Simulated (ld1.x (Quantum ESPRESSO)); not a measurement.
sulfur: variants of one ultrasoft potential

Base potential:

- Element: sulfur (S)
- Generator: ld1.x (Quantum ESPRESSO) 7.5
- Type: ultrasoft
- Functional: revPBE
- Relativity: non-relativistic
- Frozen core: [Ne]
- Valence charge: 6
- Reference configuration: 3s2 3p2 (charge +2)
- Partial waves: 3s (bound): rcut 1.20, rcutus 1.45 bohr; 3s channel at -1.35 Ry: rcut 1.20, rcutus 1.45 bohr; 3p (bound): rcut 1.35, rcutus 1.80 bohr; 3p channel at -1.65 Ry: rcut 1.35, rcutus 1.80 bohr; 3d channel at 0.5 Ry: rcut 1.35, rcutus 1.50 bohr
- Local potential: all-electron potential smoothed inside 1.10 bohr (lloc = -1)
- Core correction: a·sin(br)/r model core inside 1.05 bohr
- Augmentation charge: built from norm-conserving waves at rcut, not smoothed further

All-electron outer shells of the reference configuration (revPBE, non-relativistic, ld1.x):

```json
{"shell": "3s", "level (eV)": "-39.25", "outermost node (bohr)": "0.60", "outermost maximum (bohr)": "1.37"}
{"shell": "3p", "level (eV)": "-27.97", "outermost node (bohr)": "0.58", "outermost maximum (bohr)": "1.50"}
```

Cutoffs, loose and tight: the cutoffs (Ry, on a coarse ladder) from which the occupation-weighted sum of valence levels, in a spherical-Bessel basis at the reference potential, stays within 10 and 1 mRy of its value at 400 Ry. They do not see the model core or the augmentation charge, which bear on the density cutoff. Test errors are all-electron minus pseudo excitation energies from the reference, over the configurations 3s2 3p4; 3s2 3p3; 3s2 3p1; 3s2 3p0; 3s2 3p4.3; 3s1 3p5; 3s0 3p6. A dash means not determined; rows that change the core or the reference have their own tests.

Cutoffs are not given where the Bessel-basis levels miss the radial ones by over 6 mRy, ghosts where they miss by over 20 mRy; a channel whose overlap is not positive is not tested.

A file whose overlap is not positive is unfit for use, and its test errors describe a broken file.

| change | outcome | cutoff, loose | cutoff, tight | bound ghosts | largest test error (meV) |
| --- | --- | --- | --- | --- | --- |
| base | generated | 18 Ry | 30 Ry | none | +45 |
| waves 3p (bound): rcut 1.35, rcutus 1.82 bohr; 3p channel at -1.65 Ry: rcut 1.35, rcutus 1.82 bohr | generated | 18 Ry | 30 Ry | none | +45 |
| waves 3s (bound): rcut 1.18, rcutus 1.26 bohr; 3s channel at -1.35 Ry: rcut 1.18, rcutus 1.26 bohr | generated | 25 Ry | 45 Ry | none | +45 |
| local potential all-electron potential smoothed inside 1.14 bohr (lloc = -1) | generated | 18 Ry | 30 Ry | none | +45 |
| wave 3d channel at 0.5 Ry: rcut 1.35, rcutus 1.50 bohr becomes 3d channel at 0.5 Ry: rcut 1.35, rcutus 1.70 bohr | generated | 18 Ry | 30 Ry | none | +45 |
| all radii but the core radius scaled by about 1.38 (s 2.00, p 2.48, d 2.06 bohr, rcut 1.64/1.86/1.86); local potential all-electron potential smoothed inside 1.52 bohr (lloc = -1) | generated, overlap not positive | – | – | not determined (overlap not positive) | +68 |
| wave 3d channel at 0.5 Ry: rcut 1.35, rcutus 1.50 bohr becomes 3d channel at 5.45 Ry: rcut 1.35, rcutus 1.50 bohr | generated, overlap not positive | – | – | not determined (overlap not positive) | +45 |

Task: What comes out with this change to the base: core correction a·sin(br)/r model core inside 1.72 bohr?

Result: outcome: generated; cutoff, loose: 18 Ry; cutoff, tight: 30 Ry; bound ghosts: none; largest test error (meV): +37.

Task: What comes out with this change to the base: type TM semilocal; waves now 3s (bound): rc 1.45 bohr; 3p (bound): rc 1.80 bohr; 3d channel at 0.5 Ry: rc 1.50 bohr; local potential the d channel?

Result: outcome: generated; cutoff, loose: 40 Ry; cutoff, tight: 60 Ry; bound ghosts: none; largest test error (meV): +68.

Task: What comes out with this change to the base: reference 3s1.5 3p4.5?

Result: outcome: generated; cutoff, loose: 18 Ry; cutoff, tight: 30 Ry; bound ghosts: none; largest test error (meV): +97.
